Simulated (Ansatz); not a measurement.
C₂H₈GeSSi (`C=C[SiH2][S][GeH3]`), relaxed with RKS PBE-D4/def2-SVP in the Gaussian-basis code of Ansatz from a rough embedded geometry. The force threshold is 0.03 eV/Å; the program also tests the step.

Total charge 0; spin multiplicity 1.

Start:

```xyz
13

C    -1.136    1.907   -0.483
C    -0.842    0.719   -0.934
Si    0.917    0.172   -0.994
S     1.787    0.035    0.898
Ge    0.478   -1.591    1.581
H    -0.406    2.561   -0.035
H    -2.199    2.193   -0.396
H    -1.616    0.019   -1.323
H     1.637    1.100   -1.869
H     0.961   -1.174   -1.656
H    -1.044   -1.133    1.514
H     0.663   -2.815    0.614
H     0.799   -1.992    3.084
```

```csv
step,energy (eV),largest force (eV/Å),largest move (Å)
1,-77400.9202,2.350,0.000
2,-77401.1058,1.759,0.177
3,-77401.2055,0.651,0.131
4,-77401.2259,0.261,0.200
5,-77401.2533,0.114,0.200
6,-77401.2691,0.081,0.200
7,-77401.2776,0.268,0.195
8,-77401.2872,0.490,0.134
9,-77401.2957,0.725,0.174
10,-77401.3059,0.638,0.153
11,-77401.3115,0.197,0.200
12 (rejected),-77401.3070,0.261,0.200
13,-77401.3223,0.086,0.098
14,-77401.3227,0.028,0.015
```

End:

```xyz
13

C    -1.303    1.577   -0.246
C    -0.758    0.896   -1.274
Si    0.946    0.106   -1.215
S     1.767    0.126    0.789
Ge    0.441   -1.444    1.725
H    -0.757    1.703    0.706
H    -2.302    2.041   -0.311
H    -1.340    0.796   -2.209
H     1.930    0.869   -2.060
H     0.866   -1.307   -1.736
H    -0.990   -0.891    1.950
H     0.391   -2.689    0.801
H     1.108   -1.784    3.080
```

It took 16 s on 3 threads of an AMD EPYC 7R13 on a shared host and a share of an NVIDIA H100 80 GB, with 0.82 GiB of host memory at the peak.
